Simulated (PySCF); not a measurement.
**PdO(OH)₂: fields on a plane**

Level of theory: PySCF, UPBE0, basis Pd def2-SVP with ECP28, O def2-SVP, H def2-SVP (scalar-relativistic core potentials, no spin–orbit coupling, density fitting).

The triplet minimum has O–H 0.968 Å (×2), Pd–O 1.790 Å, Pd–O 1.867 Å, Pd–O 1.945 Å; H–O–Pd 105.6°, H–O–Pd 114.2°, O–Pd–O 90.2°, O–Pd–O 96.0°, O–Pd–O 173.8°.

The plane holds Pd1 at (0.00, 0.00), O2 at (1.79, 0.00), O3 at (-0.20, 1.93), O4 at (-1.86, -0.20), H5 at (0.70, 2.29), H6 at (-2.35, 0.63) Å. Columns run from x = -4.35 to 4.05 Å, rows from y = 4.65 (top) to -2.25 Å, in steps of 0.3 Å. Other isomers or separated fragments may lie lower. Core electrons replaced by a potential are absent, the electrostatic potential uses the reduced nuclear charge, and values within about 0.7 Å of such atoms have no physical meaning.

Question: Give the electrostatic potential (V) (cut at 20 V). Every second row and column.

Answer: 
```
 0.0  0.0 -0.1 -0.1 -0.2 -0.2 -0.2 -0.1  0.1  0.2  0.3  0.2  0.2  0.1  0.1
 0.0  0.0 -0.1 -0.2 -0.3 -0.4 -0.4 -0.1  0.3  0.5  0.5  0.4  0.3  0.2  0.1
 0.0  0.0  0.0 -0.2 -0.5 -0.8 -0.8 -0.1  0.9  1.4  1.1  0.6  0.4  0.2  0.1
 0.1  0.1  0.1 -0.1 -0.6 -1.4 -0.7  2.7  5.8  5.7  2.1  0.9  0.4  0.2  0.1
 0.2  0.4  0.5  0.4 -0.3 -1.3 11.5 20.0 20.0 19.1  2.8  1.0  0.4  0.1  0.0
 0.3  0.7  1.4  2.0  1.1 -0.1 14.8 20.0 12.9  4.3  1.8  0.6  0.1 -0.1 -0.1
 0.4  0.9  3.0 12.2  6.9  1.8  5.6 13.6  9.2  3.6  2.6  1.0 -0.3 -0.4 -0.2
 0.2  0.7  2.8 20.0 20.0  7.7 20.0 20.0 20.0 11.9 20.0 13.4 -0.5 -0.7 -0.4
 0.0  0.0  0.4 10.4 20.0 20.0 20.0 20.0 20.0 18.0 20.0 20.0 -0.4 -0.8 -0.4
-0.2 -0.4 -1.0  0.8 20.0  8.2 12.1 20.0 20.0  7.1  8.8  3.3 -0.6 -0.6 -0.3
-0.3 -0.5 -1.1 -1.6 -1.1  0.6  3.6  6.7  5.7  2.8  1.2  0.2 -0.3 -0.3 -0.2
-0.3 -0.4 -0.7 -0.9 -0.7  0.2  1.5  2.4  2.3  1.5  0.7  0.2  0.0 -0.1 -0.1
```

Question: Give the spin density (e/Å³) (cut at ±0.5 e/Å³). Lower edges of the bins (e/Å³): '_' -0.181, '.' -0.113, ':' -0.045, '-' 0.023, '=' 0.091, '+' 0.160, '*' 0.228, '#' 0.296, '%' 0.364, '@' 0.432; top 0.50, each point printed twice.

Answer: 
```
::::::::::::::::::::::::::::::::::::::::::::::::::::::::::
::::::::::::::::::::::::::::::::::::::::::::::::::::::::::
::::::::::::::::::::::::::::::::::::::::::::::::::::::::::
::::::::::::::::::::::::::::::::::::::::::::::::::::::::::
::::::::::::::::::::::::::::::::::::::::::::::::::::::::::
::::::::::::::::::::::::::::::::::::::::::::::::::::::::::
::::::::::::::::::::::::::::::::::::::::::::::::::::::::::
::::::::::::::::::::::::::::::::::::::::::::::::::::::::::
::::::::::::::::::::::::::..__::::::::::::::::::::::::::::
::::::::::::::::::::::::::::::::::::::::::::::::::::::::::
::::::::::::::::::::::::::..__..::::::::::::::::::::::::::
::::::::::::::::::::::::::::..::::::::::::::::::::::::::::
::::::::::::::::::::::::::::::::::::::::------::::::::::::
::::::::::::::::::::::::----::----::::--****==--::::::::::
::::::::::::::::::::::::==##--****::::**@@@@##--::::::::::
::::::::::::::::--::::::--%%++====::::==@@@@++::::::::::::
::::::::::::::::::::::::::--==++@@::::**@@@@--::::::::::::
::::::::::::::--==--::::--**++++##::::##@@@@++--::::::::::
::::::::::::::::--::::::--==--::::::::==****==::::::::::::
::::::::::::::::::::::::::--::::::::::--------::::::::::::
::::::::::::::::::::::::::::::::::::::::::::::::::::::::::
::::::::::::::::::::::::::::::::::::::::::::::::::::::::::
::::::::::::::::::::::::::::::::::::::::::::::::::::::::::
::::::::::::::::::::::::::::::::::::::::::::::::::::::::::
```

Other spin states or occupations of the open shell can lie lower.
